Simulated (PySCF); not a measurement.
C2H8OSi2.
Numbering: `[CH2:1]1[CH2:2][SiH2:3][O:4][SiH2:5]1` (hydrogens: H6, H7 on C1; H8, H9 on C2; H10, H11 on Si3; H12, H13 on Si5)

Geometry (PBE0-D3(BJ)/def2-SVP, Å), atoms numbered from 1 in this order:
```
atom  x, y, z in Å
C1     0.276   -1.126    0.386
C2    -1.105   -0.523    0.041
Si3   -0.889    1.361    0.029
O4     0.734    1.468   -0.394
Si5    1.577    0.014   -0.395
H6     0.366   -2.177    0.067
H7     0.434   -1.116    1.479
H8    -1.410   -0.829   -0.976
H9    -1.897   -0.872    0.722
H10   -1.111    1.982    1.371
H11   -1.741    2.059   -0.976
H12    2.830    0.134    0.405
H13    1.928   -0.376   -1.794
```

The closed-shell ground state was solved at several levels (PySCF, density fitting, gas phase, non-relativistic).

```json
{"level": "PBE/def2-SVPD", "basis functions": "175", "total energy (Eh)": "-734.5273", "HOMO (eV)": "-6.88", "LUMO (eV)": "-0.69", "gap (eV)": "6.19", "dipole (D)": "1.86"}
{"level": "BHandHLYP/def2-SVPD", "basis functions": "175", "total energy (Eh)": "-734.9425", "HOMO (eV)": "-9.47", "LUMO (eV)": "0.90", "gap (eV)": "10.37", "dipole (D)": "1.88"}
{"level": "B3LYP/def2-SVPD", "basis functions": "175", "total energy (Eh)": "-735.0722", "HOMO (eV)": "-8.02", "LUMO (eV)": "-0.06", "gap (eV)": "7.96", "dipole (D)": "1.86"}
{"level": "LDA/def2-SVPD", "basis functions": "175", "total energy (Eh)": "-731.4127", "HOMO (eV)": "-6.94", "LUMO (eV)": "-0.92", "gap (eV)": "6.02", "dipole (D)": "1.93"}
{"level": "CAM-B3LYP/def2-SVPD", "basis functions": "175", "total energy (Eh)": "-734.9667", "HOMO (eV)": "-9.60", "LUMO (eV)": "1.04", "gap (eV)": "10.64", "dipole (D)": "1.88"}
{"level": "B97-2/pcSseg-2", "basis functions": "306", "total energy (Eh)": "-735.3869", "HOMO (eV)": "-7.96", "LUMO (eV)": "0.14", "gap (eV)": "8.10", "dipole (D)": "1.89"}
{"level": "PBE0/aug-cc-pVDZ", "basis functions": "195", "total energy (Eh)": "-734.8990", "HOMO (eV)": "-8.16", "LUMO (eV)": "-0.17", "gap (eV)": "7.99", "dipole (D)": "1.85"}
{"level": "PBE0/def2-TZVP", "basis functions": "215", "total energy (Eh)": "-734.9811", "HOMO (eV)": "-8.19", "LUMO (eV)": "0.22", "gap (eV)": "8.41", "dipole (D)": "1.83"}
{"level": "LC-wPBE/def2-SVPD", "basis functions": "175", "total energy (Eh)": "-734.7589", "HOMO (eV)": "-10.93", "LUMO (eV)": "2.13", "gap (eV)": "13.06", "dipole (D)": "1.89"}
{"level": "PBE0/6-31+G*", "basis functions": "114", "total energy (Eh)": "-734.8566", "HOMO (eV)": "-8.21", "LUMO (eV)": "0.01", "gap (eV)": "8.22", "dipole (D)": "2.08"}
{"level": "PBE0/def2-SVPD", "basis functions": "175", "total energy (Eh)": "-734.6070", "HOMO (eV)": "-8.22", "LUMO (eV)": "0.16", "gap (eV)": "8.38", "dipole (D)": "1.89"}
```

Q: Estimate the row for wB97X-D/def2-SVPD, a basis of 175 functions; the other rows only guide the guess.

A: Total energy -734.9722 Eh, HOMO -10.09 eV, LUMO 1.90 eV, gap 11.99 eV, dipole 1.88 D.

Q: Over all these levels, which gives the widest orbital gap and which the narrowest?

A: LC-wPBE/def2-SVPD (range-separated hybrid) has the widest, 13.06 eV, and LDA/def2-SVPD (LDA) the narrowest, 6.02 eV. The two share the basis. From the narrowest to the widest the HOMO moves by -3.99 eV and the LUMO by +3.05 eV.

Q: How much does the basis alone move the frontier levels among the 4 PBE0 rows?

A: The HOMO by 0.06 eV and the LUMO by 0.39 eV. By rising basis size (HOMO, LUMO in eV): 6-31+G* -8.21, 0.01; def2-SVPD -8.22, 0.16; aug-cc-pVDZ -8.16, -0.17; def2-TZVP -8.19, 0.22.

Q: In the def2-SVPD basis, how does the gap go with the fixed share of exact exchange?

A: LDA (0 %) 6.02 eV; PBE (0 %) 6.19 eV; B3LYP (20 %) 7.96 eV; PBE0 (25 %) 8.38 eV; BHandHLYP (50 %) 10.37 eV. Each rise in the share widens the gap here.

Q: How far do the dipole and the HOMO energy spread over the levels?

A: The dipole runs from 1.83 to 2.08 D (mean 1.89 D) and the HOMO from -10.93 to -6.88 eV.

One conformer stands for the species.

Note: wB97X-D ran without an empirical dispersion term, which enters the total energy and its gradient alone.
